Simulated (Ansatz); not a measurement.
Reaction (ligand exchange at the Si–F bond): `FC[SiH2]F` + `O[SiH3]` → `FC[SiH2]O[SiH3]` + H–F

Isolated molecules relaxed with PBE0-D4/def2-TZVP in Ansatz; ΔE leaves out vibrations. CCSD(T)/CBS adds triple-zeta CCSD(T) − MP2 to the extrapolated MP2 energy (def2 sets, frozen cores). This one scheme is used for every species. DFT in def2-TZVPP. B3LYP here is the variant with VWN-RPA as its local correlation; programs differ in this. One conformer a species, not always the lowest.

| level | ΔE (kcal/mol) |
| --- | --- |
| B3LYP | 7.1 |
| CCSD/CBS(def2) | 4.2 |

Q: What does CCSD(T)/CBS give? (Best estimate.)

A: The calculation gave: +4.0 kcal/mol. The listed levels differ from it by 3.1, 0.2 kcal/mol.

Largest T1 diagnostic among the species: 0.011.

From PBE to PBE0 (25 % exact exchange), in def2-TZVPP and without D4, ΔE moves by −1.0 kcal/mol. In def2-TZVPP, CCSD(T) changes the Hartree–Fock value by −1.9 kcal/mol (the triples alone add −0.2 kcal/mol) and MP2 by −2.2 kcal/mol.
